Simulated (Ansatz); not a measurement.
CH$_{9}$B$_{2}$GaSi. Total charge 0; spin multiplicity 1. The bonds changed during the relaxation, so this is another structure than the one it started from. The structure was optimised at the PBE0-D4/def2-TZVP level. It is one conformer, not always the lowest.

```xyz
14

B     1.581   -1.219    0.294
B     0.105   -0.927   -0.017
Ga    1.085    0.108    1.941
C    -1.291   -0.495   -0.397
Si   -1.108    1.011   -1.546
H     2.081   -2.208    0.736
H     2.310   -0.276   -0.005
H     0.246    1.447    1.890
H     1.945   -0.175    3.223
H    -1.939   -0.208    0.436
H    -1.791   -1.253   -1.011
H    -0.231    2.038   -0.935
H    -0.534    0.568   -2.840
H    -2.459    1.588   -1.768
```

(1) What is the dipole moment at B3LYP/def2-TZVPP? (Estimate.)

(2) And with PBE, r2SCAN, ωB97M-V? (Estimate.)

(3) Give the Mulliken charges with B3LYP, ωB97M-V, PBE in def2-TZVPP. (An estimate is asked.)

## Answers

(1) Ansatz gave: 2.65 D, with components (-2.57, 0.28, -0.61) D in this frame, pointing from negative to positive charge.

(2) The calculation gave: PBE 2.58 D, r2SCAN 2.63 D, ωB97M-V 2.71 D.

(3) Computed: 
```tsv
atom	B3LYP	ωB97M-V	PBE
B1	-0.18	-0.49	-0.25
B2	0.05	0.13	0.06
Ga3	0.06	0.07	0.04
C4	-0.23	-0.31	-0.18
Si5	0.26	0.17	0.19
H6	0.05	0.13	0.05
H7	0.00	0.08	0.02
H8	-0.08	-0.05	-0.06
H9	-0.04	0.00	-0.02
H10	0.12	0.14	0.12
H11	0.13	0.15	0.14
H12	-0.04	-0.01	-0.03
H13	-0.05	0.00	-0.03
H14	-0.06	-0.01	-0.04
```

B3LYP here is the variant with VWN-RPA as its local correlation; programs differ in this.
